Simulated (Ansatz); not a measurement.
Potential energy curve for BH, singlet.

Calculation: restricted PBE/cc-pVTZ (Ansatz, an electronic-structure program).

The batch members p0 to p7 hold the bond at 0.98, 1.05, 1.12, 1.18, 1.21, 1.24, 1.27, 1.32 Å.

Ansatz input:

Ansatz 0.2 input:
```yaml
# input.yaml
basis:
  gaussian: { orbitals: cc-pvtz }
hamiltonian:
  xc: pbe
batch:
  members: [p0.yaml, p1.yaml, p2.yaml, p3.yaml, p4.yaml, p5.yaml, p6.yaml, p7.yaml]

# p4.yaml, one of the 8 members of this batch
crystal:
  periodic: [false, false, false]
  atoms:
    - { symbol: B, position_ang: [0.0, 0.0, 0.0] }
    - { symbol: H, position_ang: [0.0, 0.0, 1.21] }
total_charge: 0
magnetization:
  spin_polarized: false
```

Lines of the output on each member:

```
Member 0: Total energy: -685.72823210 eV, -25.2000477263 hartree
Member 1: Total energy: -686.27647061 eV, -25.2201951199 hartree
Member 2: Total energy: -686.59319637 eV, -25.2318345770 hartree
Member 3: Total energy: -686.73198023 eV, -25.2369347897 hartree
Member 4: Total energy: -686.76625462 eV, -25.2381943504 hartree
Member 5: Total energy: -686.78143698 eV, -25.2387522918 hartree
Member 6: Total energy: -686.78023898 eV, -25.2387082663 hartree
Member 7: Total energy: -686.74808449 eV, -25.2375266105 hartree
```

The restricted form behind RKS-PBE keeps the bonding electrons paired and can't separate into open-shell fragments.
